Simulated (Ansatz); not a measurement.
A set of 12 reactions (ligand exchange), with CCSD(T)/CBS values in kJ/mol:

```tsv
reaction	ΔE
`BS[SiH2][SiH2]C` + `N[PH][AlH2]` → `C[SiH2]N[PH][AlH2]` + `BS[SiH3]`	-54.6
`[NH2][GaH][CH2]F` + NH₃ → `[NH2][GaH][NH2]` + `CF`	-67.5
`CNBO` + `[SiH3]N[SiH3]` → `OBN([SiH3])[SiH3]` + CH₃NH₂	9.3
`C=C=C([SiH3])[SiH3]` + `N=CF` → `F/C=N/[SiH3]` + `C=C=C[SiH3]`	-27.4
`O[SiH2]/N=C/F` + `[SH][GeH3]` → `O[SiH2][S][GeH3]` + `N=CF`	-11.1
`[SiH3][O][In]([SH])[O][SiH3]` + `[OH][GeH]([F])[F]` → `[F][GeH]([F])[O][SiH3]` + `[OH][In]([SH])[O][SiH3]`	3.8
`C[O][In]([OH])[O][SiH3]` + `[OH][Al]([OH])[O][SiH3]` → `[OH][Al]([O][SiH3])[O][SiH3]` + `C[O][In]([OH])[OH]`	-4.5
`O/C(S)=[CH]\[GeH3]` + `O[SiH](O)F` → `O[SiH](F)[O][GeH3]` + `C=C(O)S`	-41.6
`F[SiH2]CC[SiH3]` + `[SiH3]S` → `F[SiH2]S[SiH3]` + `CC[SiH3]`	-76.9
`O[SiH2]OBF` + `CC(O)=S` → `CC(=S)O[SiH2]O` + `OBF`	30.4
`OB([SiH3])CI` + HCl → `OB([SiH3])Cl` + `CI`	-80.2
`[NH2][SnH]([F])[Cl]` + HBr → `[F][SnH]([Cl])[Br]` + NH₃	-93.2
```

Calculated with Ansatz (gas phase, PBE0-D4/def2-TZVP geometries, no zero-point term in ΔE). CCSD(T)/CBS adds triple-zeta CCSD(T) − MP2 to the extrapolated MP2 energy (def2 sets, frozen cores). This one scheme is used for every species. Double bonds are as drawn, so ΔE can hold a change between cis and trans. Functionals use def2-TZVPP. B3LYP here is the variant with VWN-RPA as its local correlation; programs differ in this. def2 core potentials past Kr. For Br, Ga, Ge, I, In, Sn outer-core shells are correlated without core-valence functions, which leaves a few kJ/mol of doubt a bond. Scalar relativity is left out up to krypton. One conformer a species, not always the lowest.

(1) Give the mean, mean absolute and largest difference (level minus CCSD(T)/CBS, kJ/mol) for: r2SCAN-D4, PBE0-D4, r2SCAN, PBE0, B3LYP, HF/def2-TZVPP, SCS-MP2/def2-TZVPP, CCSD/def2-TZVPP, CCSD(T)/def2-TZVPP, HF/def2-QZVPP, MP2/def2-QZVPP, SCS-MP2/def2-QZVPP, HF/CBS(def2), MP2/CBS(def2). (Estimate.)

The largest T1 diagnostic in the set is 0.017, for `C[O][In]([OH])[OH]` (customary mark 0.02).

CCSD(T)/CBS is a level of theory with its own doubt, and the functionals carry their triple-zeta basis error, so these figures describe this set and don't rank the functionals.

Results:

(1) Computed: 
| level | mean | mean absolute | largest |
| --- | --- | --- | --- |
| r2SCAN-D4 | 0.3 | 3.0 | 6.5 |
| PBE0-D4 | 1.9 | 3.9 | 14.6 |
| r2SCAN | 0.1 | 3.6 | -8.0 |
| PBE0 | 1.5 | 4.7 | 14.0 |
| B3LYP | -0.7 | 6.3 | -14.6 |
| HF/def2-TZVPP | -5.6 | 12.0 | -24.8 |
| SCS-MP2/def2-TZVPP | -1.1 | 3.7 | -10.7 |
| CCSD/def2-TZVPP | 0.5 | 3.0 | 7.5 |
| CCSD(T)/def2-TZVPP | 1.1 | 1.7 | 8.7 |
| HF/def2-QZVPP | -6.1 | 12.6 | -27.4 |
| MP2/def2-QZVPP | -1.0 | 1.9 | -8.0 |
| SCS-MP2/def2-QZVPP | -1.9 | 3.4 | -10.3 |
| HF/CBS(def2) | -6.1 | 12.7 | -27.7 |
| MP2/CBS(def2) | -1.3 | 2.2 | -6.9 |
